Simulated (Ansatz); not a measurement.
CH4BNO can be A, `N=CBO`, or B, `NB1CO1`.

Program: Ansatz. Geometries: PBE0-D4/def2-TZVP. ΔE: electronic, gas phase. CCSD(T)/CBS is the MP2 limit (def2-TZVPP, def2-QZVPP) plus CCSD(T) − MP2 in def2-TZVPP, frozen cores. DFT in def2-TZVPP. B3LYP here is the variant with VWN-RPA as its local correlation; programs differ in this. Each species was taken in one conformer, which may not be the lowest.

Task: Which is lower in electronic energy at CCSD(T)/CBS, and by how much? (Best estimate.)

Result: Computed: B, by 7.5 kcal/mol.

Task: Give E(B) − E(A) in kcal/mol with LDA (SPW92), HF/def2-TZVPP, B3LYP-D4, B2PLYP, CCSD/def2-TZVPP, CCSD(T)/def2-SVP, BLYP-D4. (An estimate is asked.)

Result: Computed: LDA (SPW92) -15.4, HF/def2-TZVPP -4.8, B3LYP-D4 -8.5, B2PLYP -8.5, CCSD/def2-TZVPP -7.1, CCSD(T)/def2-SVP -4.9, BLYP-D4 -7.4. None reverses the order clearly.

Task: Does the order hold for the free energy at 298.15 K (harmonic terms from PBE0-D4)? (An estimate is asked.)

Result: Ansatz gave: Yes: G(B) − G(A) = -6.2 kcal/mol, for one conformer each.

Largest T1 diagnostic: 0.014.

At CCSD(T), def2-SVP lies +2.6 kcal/mol from the extrapolated value and def2-TZVPP +0.6 kcal/mol. In def2-TZVPP, CCSD(T) changes the Hartree–Fock value by −2.0 kcal/mol (the triples alone add +0.3 kcal/mol) and MP2 by −4.8 kcal/mol.
